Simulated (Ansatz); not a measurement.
`[F][In]([F])[SH]` + H–F → `[F][In]([F])[F]` + H₂S at 500 K and 1 bar (ligand exchange at the In–S bond).

Computed with Ansatz on PBE0-D4/def2-TZVP structures; ΔE is electronic, products minus reactants. CCSD(T)/CBS is the MP2 limit (def2-TZVPP, def2-QZVPP) plus CCSD(T) − MP2 in def2-TZVPP, frozen cores. This one scheme is used for every species. def2 core potentials past Kr. For In outer-core shells are correlated without core-valence functions, which leaves a few kJ/mol of doubt a bond. One conformer a species, not always the lowest.

```csv
species,CCSD(T)/CBS energy (Eh),H − E (kJ/mol),S (J/(mol·K))
`[F][In]([F])[SH]`,-787.86618,70.1,391.3
H–F,-100.39570,39.4,188.7
`[F][In]([F])[F]`,-489.26665,44.9,348.0
H₂S,-398.97279,57.0,224.0
```

H − E and S are ideal-gas, rigid-rotor, harmonic terms from PBE0-D4/def2-TZVP, for one conformer and one mirror image of each species. 1 Eh = 2625.50 kJ/mol, R = 8.31446 J/(mol·K).

By hand: ΔE, ΔH, ΔS and ΔG.

ΔE = (-489.26665) + (-398.97279) − (-787.86618) − (-100.39570) = 0.02244 Eh = 58.9 kJ/mol. Δ(H − E) = 44.9 + 57.0 − 70.1 − 39.4 = -7.6, so ΔH = 51.3 kJ/mol. ΔS = 348.0 + 224.0 − 391.3 − 188.7 = -8.0 J/(mol·K). ΔG = 51.3 − 500 × (-8.0)/1000 = 55.3 kJ/mol.

By hand: the equilibrium constant, and the temperature at which ΔG would vanish if ΔH and ΔS stayed fixed.

log₁₀ K = −ΔG/(RT ln 10) = -5.8. ΔH and −TΔS have one sign here, so there is no such temperature.

The number of gas molecules stays the same, so ΔS is small and ΔH decides. A doubt of 5 kJ/mol in ΔE shifts log₁₀ K by 0.5 here. Other conformers and mirror images would add mixing entropy, several J/(mol·K) or more a flexible species. These are equilibria of isolated gas molecules and say nothing of rates. Largest T1 diagnostic: 0.018 (customary marks: 0.02 for closed shells, 0.045 for open ones).

ΔS is within the doubt of such terms, so its sign, and with it that verdict, could turn.
